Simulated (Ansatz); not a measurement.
Mulliken charges of BClH3NO2Si (`N[Si]1(O)OB1Cl`) from ωB97M-V/def2-TZVPP in Ansatz (PBE0-D4/def2-TZVP geometry).

| atom | x (Å) | y (Å) | z (Å) | charge (e) |
| --- | --- | --- | --- | --- |
| N1 | 0.435 | -1.169 | -0.925 | -0.345 |
| Si2 | 0.120 | 0.028 | 0.225 | 0.537 |
| O3 | 0.533 | -0.544 | 1.696 | -0.362 |
| O4 | -1.448 | 0.728 | 0.354 | -0.287 |
| B5 | -0.627 | 1.722 | -0.067 | 0.131 |
| Cl6 | -1.000 | 3.376 | -0.421 | -0.106 |
| H7 | 0.392 | -0.971 | -1.911 | 0.129 |
| H8 | 0.348 | -2.152 | -0.724 | 0.124 |
| H9 | 1.335 | -1.065 | 1.756 | 0.179 |

Task: By hand: the dipole of these point charges (1 e Å = 4.8032 D).

Result: Σ q r = (0.494, -0.309, -0.262) e Å, of length 0.639 e Å = 3.07 D.

Task: How does the dipole of the full density compare? (Estimate.)

Result: Computed: (0.511, -0.649, -0.273) e Å, 4.18 D; the point charges give 0.73 times that, at 19° from its direction.

Point charges leave out the atoms' own dipoles, such as those of lone pairs, and Mulliken's split depends on the basis, so the two needn't agree.
